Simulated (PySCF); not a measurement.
SbF₂, SMILES [F][Sb+][F] (connectivity only; charge and spin as stated), charge +1, multiplicity 1.

Coordinates come from a B3LYP-D3(BJ)/def2-TZVP optimisation. The spin state was assumed, not searched. The isomer is the one that the SMILES or the coordinates give; other isomers of the formula were not compared. The def2 effective core potentials stand for the cores of Sb; spin–orbit coupling is left out.

Calculation: TDA-CAM-B3LYP/def2-SVPD (PySCF 2.14.0).

Vertical excitations.  State labels are in the subgroup C2v.

| state | symmetry | energy (eV) | λ (nm) | f | main pairs |
|---|---|---|---|---|---|
| S1 | B1 | 5.24 | 236 | 0.060 | HOMO→LUMO 96 % |
| S2 | A2 | 5.69 | 218 | 0.000 | HOMO−1→LUMO 99 % |
| S3 | B2 | 6.57 | 189 | 0.006 | HOMO−2→LUMO 86 % |
| S4 | B1 | 6.84 | 181 | 0.024 | HOMO−4→LUMO 97 % |
| S5 | A1 | 7.37 | 168 | 0.004 | HOMO−3→LUMO 87 % |
| S6 | A2 | 7.44 | 167 | 0.000 | HOMO−5→LUMO 99 % |
| S7 | B2 | 8.61 | 144 | 0.109 | HOMO→LUMO+1 56 %, HOMO−1→LUMO+2 35 % |
| S8 | A1 | 8.73 | 142 | 0.000 | HOMO−1→LUMO+1 95 % |
| S9 | B1 | 8.94 | 139 | 0.013 | HOMO−2→LUMO+1 97 % |
| S10 | A1 | 9.07 | 137 | 0.202 | HOMO→LUMO+2 80 % |
| T1 | B1 | 3.91 | 317 | 0 | HOMO→LUMO 98 % |
| T2 | A2 | 5.51 | 225 | 0 | HOMO−1→LUMO 99 % |
| T3 | B2 | 5.54 | 224 | 0 | HOMO−2→LUMO 99 % |
| T4 | A1 | 6.14 | 202 | 0 | HOMO−3→LUMO 99 % |
Triplets are in the Tamm–Dancoff approximation.
